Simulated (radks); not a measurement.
Pt+, 77 electrons, occupied as [Xe] 4f12.5 5d9 6s0.5 6p1 (fractional occupations, a model configuration). All-electron calculation, scalar-relativistic Kohn-Sham, PBE, spin-polarised, spherical densities, finite nucleus; open shells are filled with parallel spins first (spin-orbit coupling, left out, can overturn this in heavy ions); Fermi nuclear charge, rms radius 5.427 fm. Program: a radial shooting solver on a logarithmic mesh with Libxc functionals.

Normalised radial functions P(r) = r R(r), r in bohr:

| r | 4f down | 5p down | 5d up |
|---|---|---|---|
| 0.001628 | 0.0000 | 0.0052 | 0.0000 |
| 0.001895 | 0.0000 | 0.0067 | 0.0000 |
| 0.002224 | 0.0000 | 0.0087 | 0.0001 |
| 0.002589 | 0.0000 | 0.0112 | 0.0001 |
| 0.003014 | 0.0000 | 0.0144 | 0.0002 |
| 0.003508 | 0.0000 | 0.0184 | 0.0002 |
| 0.004117 | 0.0000 | 0.0238 | 0.0004 |
| 0.004793 | 0.0000 | 0.0303 | 0.0005 |
| 0.00558 | 0.0000 | 0.0385 | 0.0008 |
| 0.006548 | 0.0000 | 0.0494 | 0.0012 |
| 0.007623 | 0.0000 | 0.0621 | 0.0018 |
| 0.008874 | 0.0001 | 0.0777 | 0.0027 |
| 0.01041 | 0.0001 | 0.0975 | 0.0041 |
| 0.01212 | 0.0003 | 0.1199 | 0.0061 |
| 0.01411 | 0.0004 | 0.1456 | 0.0090 |
| 0.01656 | 0.0008 | 0.1760 | 0.0134 |
| 0.01928 | 0.0014 | 0.2069 | 0.0195 |
| 0.02245 | 0.0024 | 0.2381 | 0.0279 |
| 0.02634 | 0.0041 | 0.2681 | 0.0402 |
| 0.03067 | 0.0069 | 0.2896 | 0.0561 |
| 0.0357 | 0.0115 | 0.2989 | 0.0770 |
| 0.0419 | 0.0194 | 0.2885 | 0.1050 |
| 0.04877 | 0.0314 | 0.2529 | 0.1377 |
| 0.05678 | 0.0501 | 0.1870 | 0.1754 |
| 0.06663 | 0.0801 | 0.0834 | 0.2183 |
| 0.07757 | 0.1226 | -0.0425 | 0.2573 |
| 0.0903 | 0.1833 | -0.1815 | 0.2880 |
| 0.1051 | 0.2669 | -0.3108 | 0.3013 |
| 0.1234 | 0.3843 | -0.4030 | 0.2853 |
| 0.1436 | 0.5254 | -0.4154 | 0.2323 |
| 0.1672 | 0.6933 | -0.3313 | 0.1377 |
| 0.1962 | 0.8897 | -0.1367 | -0.0022 |
| 0.2284 | 1.0796 | 0.1181 | -0.1568 |
| 0.2659 | 1.2514 | 0.3796 | -0.3051 |
| 0.3121 | 1.3869 | 0.5756 | -0.4163 |
| 0.3633 | 1.4495 | 0.6114 | -0.4448 |
| 0.4229 | 1.4343 | 0.4639 | -0.3772 |
| 0.4963 | 1.3344 | 0.1312 | -0.2027 |
| 0.5778 | 1.1735 | -0.2803 | 0.0378 |
| 0.6726 | 0.9713 | -0.6847 | 0.3103 |
| 0.7893 | 0.7431 | -1.0004 | 0.5805 |
| 0.9189 | 0.5373 | -1.1354 | 0.7777 |
| 1.07 | 0.3606 | -1.1014 | 0.8891 |
| 1.255 | 0.2170 | -0.9265 | 0.9069 |
| 1.461 | 0.1223 | -0.6956 | 0.8431 |
| 1.701 | 0.0625 | -0.4648 | 0.7256 |
| 1.997 | 0.0274 | -0.2673 | 0.5736 |
| 2.324 | 0.0110 | -0.1388 | 0.4269 |
| 2.706 | 0.0038 | -0.0628 | 0.2949 |
| 3.15 | 0.0011 | -0.0243 | 0.1875 |
| 3.697 | 0.0003 | -0.0074 | 0.1051 |
| 4.303 | 0.0000 | -0.0019 | 0.0542 |
| 5.01 | 0.0000 | -0.0004 | 0.0247 |
| 5.879 | 0.0000 | -0.0001 | 0.0092 |
| 6.844 | 0.0000 | 0.0000 | 0.0030 |
| 7.968 | 0.0000 | 0.0000 | 0.0008 |
| 9.35 | 0.0000 | 0.0000 | 0.0002 |
| 10.89 | 0.0000 | 0.0000 | 0.0000 |

4f down: eigenvalue -100.86 eV, 0 radial nodes, <r> = 0.501 bohr, 90 % of the charge inside 0.802 bohr. 5p down: eigenvalue -74.454 eV, 3 radial nodes at r = 0.0739, 0.214, 0.522 bohr, <r> = 1.07 bohr, 90 % of the charge inside 1.55 bohr. 5d up: eigenvalue -21.740 eV, 2 radial nodes at r = 0.196, 0.565 bohr, <r> = 1.48 bohr, 90 % of the charge inside 2.28 bohr.
